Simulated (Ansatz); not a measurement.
Consider the ligand exchange at the Si–C bond: `O=C[SiH](O)Cl` + HCl → `O[SiH](Cl)Cl` + `C=O`.

Calculated with Ansatz (gas phase, PBE0-D4/def2-TZVP geometries, no zero-point term in ΔE). CCSD(T)/CBS adds triple-zeta CCSD(T) − MP2 to the extrapolated MP2 energy (def2 sets, frozen cores). This one scheme is used for every species. DFT in def2-TZVPP. Each species was taken in one conformer, which may not be the lowest.

CCSD(T)/CBS gives -117.5 kJ/mol.

(1) Another level gave -118.0 kJ/mol. Which?
A. ωB97M-V/def2-TZVPP
B. BHLYP/def2-TZVPP
C. PBE-D4/def2-TZVPP
D. LDA (SPW92)/def2-TZVPP

Largest T1 diagnostic among the species: 0.015.

## Answers

(1) A. ωB97M-V -118.0, PBE-D4 -110.1, BHLYP -122.5, LDA (SPW92) -105.6 kJ/mol.

In def2-TZVPP, CCSD(T) changes the Hartree–Fock value by +15.2 kJ/mol (the triples alone add +1.8 kJ/mol) and MP2 by +7.7 kJ/mol. Leaving LDA and LC-ωPBE aside and taking each functional with its dispersion term where it has one, the values, not all of them listed here, spread over 12.6 kJ/mol, from BHLYP-D4 to revPBE-D4. LDA lies +5.3 kJ/mol from PBE without D4. From r2SCAN to r2SCAN0 (25 % exact exchange), in def2-TZVPP and without D4, ΔE moves by −3.7 kJ/mol.
